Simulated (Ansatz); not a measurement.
Potential energy curve for OH (cation, charge +1), triplet.

Methods: UKS-PBE0 = Ansatz (a quantum-chemistry and plane-wave program) with unrestricted PBE0/cc-pVTZ; UKS-PBE = unrestricted PBE/cc-pVTZ run with Ansatz; ROCCSD(T) = Ansatz with CCSD(T) on ROHF/cc-pVTZ, frozen core; ROCCSDT(Q) = CCSDT(Q)/B on ROHF/cc-pVTZ, frozen core (Ansatz); FCI = full CI/cc-pVTZ, frozen core (Ansatz).

Cost and agreement with FCI over the 22 points of the scan, with FCI as yardstick. Costs are rough ratios of core time within Ansatz on shared cores, each with its mean field (Kohn-Sham runs search longer for lower solutions than correlated ones do); the miss is the largest difference from FCI of the curve after the mean shift, in kJ/mol.

Task: Which is the cheapest of these levels that stays within 47 kJ/mol of FCI?

Result: ROCCSD(T).

```json
[
 {"level": "UKS-PBE0", "relative cost": "1", "largest difference": "90.4"},
 {"level": "UKS-PBE", "relative cost": "1", "largest difference": "130.7"},
 {"level": "ROCCSD(T)", "relative cost": "3", "largest difference": "3.3"},
 {"level": "ROCCSDT(Q)", "relative cost": "60", "largest difference": "0.8"}
]
```

Costs within a factor of two of each other count as equal.

The unrestricted determinant behind UKS-PBE0 is spin-contaminated at 1.71 to 3.28 Å (<S²> up to 2.5, against 2.00 for a pure triplet). The unrestricted determinant behind UKS-PBE is spin-contaminated at 1.92 to 3.28 Å (<S²> up to 2.5, against 2.00 for a pure triplet). The T1 diagnostic of CCSD on the restricted reference of ROCCSD(T), ROCCSDT(Q) exceeds 0.045 at 1.71 to 3.28 Å.
